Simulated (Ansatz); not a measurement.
```yaml
crystal:
  periodic: [false, false, false]
  atoms:
    - {symbol: C, position_ang: [2.824930, 1.632614, 0.638357]}
    - {symbol: O, position_ang: [1.576091, 1.064302, 0.813552]}
    - {symbol: Hf, position_ang: [0.028279, -0.085376, 0.763365]}
    - {symbol: F, position_ang: [-0.700956, 0.033135, 2.558336]}
    - {symbol: N, position_ang: [-1.325931, 0.892585, -0.408590]}
    - {symbol: C, position_ang: [-1.506688, 2.235915, 0.103588]}
    - {symbol: C, position_ang: [-2.137839, 0.662678, -1.568448]}
    - {symbol: C, position_ang: [-0.254798, -2.584486, 0.968232]}
    - {symbol: C, position_ang: [-0.810127, -2.242056, -0.279837]}
    - {symbol: C, position_ang: [0.236821, -1.781623, -1.113878]}
    - {symbol: C, position_ang: [1.436380, -1.839220, -0.378790]}
    - {symbol: C, position_ang: [1.132678, -2.324730, 0.913948]}
    - {symbol: H, position_ang: [2.789593, 2.429764, -0.113862]}
    - {symbol: H, position_ang: [3.185891, 2.067445, 1.577437]}
    - {symbol: H, position_ang: [3.559621, 0.886964, 0.306946]}
    - {symbol: H, position_ang: [-2.548938, 2.421344, 0.400544]}
    - {symbol: H, position_ang: [-0.889897, 2.415442, 0.994159]}
    - {symbol: H, position_ang: [-1.223885, 2.998592, -0.637121]}
    - {symbol: H, position_ang: [-3.208086, 0.794710, -1.347125]}
    - {symbol: H, position_ang: [-1.892381, 1.363019, -2.382069]}
    - {symbol: H, position_ang: [-2.002510, -0.349211, -1.951275]}
    - {symbol: H, position_ang: [-0.798629, -2.939407, 1.831135]}
    - {symbol: H, position_ang: [-1.854204, -2.310004, -0.547649]}
    - {symbol: H, position_ang: [0.134478, -1.435681, -2.131833]}
    - {symbol: H, position_ang: [2.412949, -1.540126, -0.730490]}
    - {symbol: H, position_ang: [1.837118, -2.466561, 1.721380]}
basis:
  gaussian: {orbitals: def2-mTZVP}
total_charge: 4
hamiltonian: {xc: {name: wB97X-V}}
output: {forces: true}
```

```sh
$ ansatz run in.yaml --threads 11 --pin off --events-out ev --progress --plain --max-ram 174080MiB --backend cuda --devices 0, --max-vram 75GiB
```

Shortened log:

```
Functional definition: wB97X-V
2825 factors; integrals over basis functions are off by at most 1.2e-3 eV
765 factors; integrals over basis functions are off by at most 5.5e-6 eV
mean field evaluation 1: about -15979.7011 eV, gradient 1.4e2 eV
mean field evaluation 2: about -15923.7966 eV, gradient 2.1e2 eV
mean field evaluation 4: about -16017.8533 eV, gradient 5.4e1 eV
mean field evaluation 8: about -16025.6836 eV, gradient 3.8e0 eV
mean field evaluation 16: about -16026.1401 eV, gradient 4.8e-1 eV
mean field evaluation 32: about -16026.6806 eV, gradient 1.5e-5 eV
mean field -16026.68056811 eV, -588.9696476037 hartree, gradient 1.5e-5 eV, S^2 0.000000; 4 other end points of the search recorded, 0 dependent functions left out
reference -16026.68056500 eV, -588.9696474895 hartree; 47, 47 occupied and 245, 245 virtual orbitals, 2825 factors
Total energy: -16026.68056500 eV, -588.9696474895 hartree
Atom 0 at     2.824930     1.632614     0.638357 Å, force     0.870753     1.641434     1.222935 eV/Å
Atom 1 at     1.576091     1.064302     0.813552 Å, force    -1.101329    -2.341301    -1.488459 eV/Å
Atom 2 at     0.028279    -0.085376     0.763365 Å, force     1.989495     1.087945     6.822674 eV/Å
Atom 3 at    -0.700956     0.033135     2.558336 Å, force     0.620278    -0.406099    -2.601361 eV/Å
Atom 4 at    -1.325931     0.892585    -0.408590 Å, force    -4.400094     4.964111    -3.870813 eV/Å
Atom 5 at    -1.506688     2.235915     0.103588 Å, force     1.446360    -1.756874     1.676601 eV/Å
Atom 6 at    -2.137839     0.662678    -1.568448 Å, force     1.614725    -2.412702     0.918448 eV/Å
Atom 7 at    -0.254798    -2.584486     0.968232 Å, force     2.590153    -1.807452     2.792442 eV/Å
Atom 8 at    -0.810127    -2.242056    -0.279837 Å, force    -0.063530     1.631504    -5.254667 eV/Å
Atom 9 at     0.236821    -1.781623    -1.113878 Å, force    -5.196166    -0.542897    -1.102162 eV/Å
Atom 10 at     1.436380    -1.839220    -0.378790 Å, force     3.075933    -1.320304     2.077336 eV/Å
Atom 11 at     1.132678    -2.324730     0.913948 Å, force     0.426445     0.369834     1.076289 eV/Å
Atom 12 at     2.789593     2.429764    -0.113862 Å, force    -0.027852     0.042135    -0.510306 eV/Å
Atom 13 at     3.185891     2.067445     1.577437 Å, force    -0.059651    -0.110951     0.093964 eV/Å
Atom 14 at     3.559621     0.886964     0.306946 Å, force     0.136254    -0.359043    -0.346845 eV/Å
Atom 15 at    -2.548938     2.421344     0.400544 Å, force    -0.900790     0.339480    -0.345925 eV/Å
Atom 16 at    -0.889897     2.415442     0.994159 Å, force     0.060990     0.108815     0.070224 eV/Å
Atom 17 at    -1.223885     2.998592    -0.637121 Å, force    -0.279730     0.547431    -0.741708 eV/Å
Atom 18 at    -3.208086     0.794710    -1.347125 Å, force    -0.770073     0.714217     0.031482 eV/Å
Atom 19 at    -1.892381     1.363019    -2.382069 Å, force    -0.230584     0.928107    -0.351186 eV/Å
Atom 20 at    -2.002510    -0.349211    -1.951275 Å, force    -0.058110     0.059768    -0.055435 eV/Å
Atom 21 at    -0.798629    -2.939407     1.831135 Å, force    -0.233927    -0.451747     0.468356 eV/Å
Atom 22 at    -1.854204    -2.310004    -0.547649 Å, force    -0.353933    -0.309630    -0.132079 eV/Å
Atom 23 at     0.134478    -1.435681    -2.131833 Å, force     0.061318    -0.160542    -0.446856 eV/Å
Atom 24 at     2.412949    -1.540126    -0.730490 Å, force     0.519854    -0.224151    -0.256494 eV/Å
Atom 25 at     1.837118    -2.466561     1.721380 Å, force     0.263212    -0.231088     0.253545 eV/Å
Dipole moment:    -0.564054     0.108281    -2.338469 e Å
```

Something in this input is off. What?

The charge is far from anything that the molecule holds. The run converged. The result belongs to that input, not to the molecule as meant.
